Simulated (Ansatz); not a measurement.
Reactions of F2H6Si3, SMILES `F[Si](F)([SiH3])[SiH3]`.

Calculated with Ansatz (gas phase, PBE0-D4/def2-TZVP geometries, no zero-point term in ΔE). CCSD(T)/CBS adds triple-zeta CCSD(T) − MP2 to the extrapolated MP2 energy (def2 sets, frozen cores). This one scheme is used for every species, atoms too. For atomizations the MP2-based limit and the directly extrapolated one differ by several kJ/mol either way, and by 10 to 25 for some Ge, Se and Sn compounds, so smaller differences from it don't rank the levels. Functionals use def2-TZVPP. Open shells (•) are unrestricted, without spin–orbit coupling. Spin–orbit coupling would lower the free atoms: a little for F, Si. Elements past krypton have def2 core potentials. For Br, Ga, Ge, Se, Te outer-core shells are correlated without core-valence functions, so the limit isn't a true one: a few kJ/mol of doubt a bond, and 10 to 20 or more in all where bonds break to atoms. Scalar relativity is left out up to krypton. One conformer a species, not always the lowest.

| reaction | B2PLYP (eV) | ωB97X-V (eV) | r2SCAN-D4 (eV) | CCSD(T)/CBS(def2) (eV) |
| --- | --- | --- | --- | --- |
| `F[Si](F)([SiH3])[SiH3]` + `[OH][Ge][O][SiH3]` → `[SiH3][O][Ge][O][SiH3]` + `F[SiH](F)[SiH3]` | -1.12 | -1.05 | -0.99 | -1.10 |
| `F[Si](F)([SiH3])[SiH3]` + `OC=[Se]` → `[SiH3]C=[Se]` + `O[Si](F)(F)[SiH3]` | -1.63 | -1.52 | -1.43 | -1.73 |
| `F[Si](F)([SiH3])[SiH3]` → `F[SiH](F)[SiH3]` + `[SiH2]` | 2.30 | 2.50 | 2.63 | 2.36 |
| `F[Si](F)([SiH3])[SiH3]` → 2 F• + 6 H• + 3 Si• | 36.75 | 37.64 | 37.31 | 37.46 |
| `F[Si](F)([SiH3])[SiH3]` + HCl → `F[Si]([SiH3])([SiH3])Cl` + H–F | 0.43 | 0.40 | 0.38 | 0.34 |
| `F[Si](F)([SiH3])[SiH3]` + HBr → `F[Si](F)([SiH3])Br` + SiH₄ | -1.20 | -1.15 | -1.17 | -1.20 |
| `F[Si](F)([SiH3])[SiH3]` + H₂ → `F[SiH](F)[SiH3]` + SiH₄ | -0.37 | -0.30 | -0.21 | -0.29 |
| `F[Si](F)([SiH3])[SiH3]` + NH₃ → `N[Si](F)(F)[SiH3]` + SiH₄ | -0.93 | -0.88 | -0.86 | -0.89 |
| `F[Si](F)([SiH3])[SiH3]` + `[F][GaH2]` → `[F][GaH][SiH3]` + `F[SiH](F)[SiH3]` | -0.31 | -0.25 | -0.26 | -0.31 |
| `F[Si](F)([SiH3])[SiH3]` + `OB(O)[TeH]` → `OB(O)[Te][SiH3]` + `F[SiH](F)[SiH3]` | -0.77 | -0.72 | -0.71 | -0.79 |

Largest T1 diagnostic: 0.017, for `OC=[Se]`.
